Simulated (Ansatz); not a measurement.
`[F][AlH][Br]` + H₂S → `[F][AlH][SH]` + HBr at 298.15 K and 1 bar (ligand exchange at the Al–Br bond).

Isolated molecules relaxed with PBE0-D4/def2-TZVP in Ansatz; ΔE leaves out vibrations. CCSD(T)/CBS is the MP2 limit (def2-TZVPP, def2-QZVPP) plus CCSD(T) − MP2 in def2-TZVPP, frozen cores. This one scheme is used for every species. For Br outer-core shells are correlated without core-valence functions, which leaves a few kJ/mol of doubt a bond. Scalar relativity is left out up to krypton. Each species was taken in one conformer, which may not be the lowest.

```
       species  CCSD(T)/CBS energy (Eh)  H − E (kJ/mol)  S (J/(mol·K))
`[F][AlH][Br]`              -2915.86674            40.8          294.2
           H₂S               -398.97279            49.9          205.7
`[F][AlH][SH]`               -740.90186            64.3          292.4
           HBr              -2573.91920            24.6          198.6
```

H − E and S are ideal-gas, rigid-rotor, harmonic terms from PBE0-D4/def2-TZVP, for one conformer and one mirror image of each species. 1 Eh = 2625.50 kJ/mol, R = 8.31446 J/(mol·K).

Question: By hand: ΔE, ΔH, ΔS and ΔG.

Answer: ΔE = (-740.90186) + (-2573.91920) − (-2915.86674) − (-398.97279) = 0.01847 Eh = 48.5 kJ/mol. Δ(H − E) = 64.3 + 24.6 − 40.8 − 49.9 = -1.8, so ΔH = 46.7 kJ/mol. ΔS = 292.4 + 198.6 − 294.2 − 205.7 = -8.9 J/(mol·K). ΔG = 46.7 − 298.15 × (-8.9)/1000 = 49.4 kJ/mol.

Question: By hand: the equilibrium constant, and the temperature at which ΔG would vanish if ΔH and ΔS stayed fixed.

Answer: log₁₀ K = −ΔG/(RT ln 10) = -8.7. ΔH and −TΔS have one sign here, so there is no such temperature.

The number of gas molecules stays the same, so ΔS is small and ΔH decides. A doubt of 5 kJ/mol in ΔE shifts log₁₀ K by 0.9 here. Other conformers and mirror images would add mixing entropy, several J/(mol·K) or more a flexible species. These are equilibria of isolated gas molecules and say nothing of rates. Largest T1 diagnostic: 0.012 (customary marks: 0.02 for closed shells, 0.045 for open ones).

ΔS is within the doubt of such terms, so its sign, and with it that verdict, could turn.
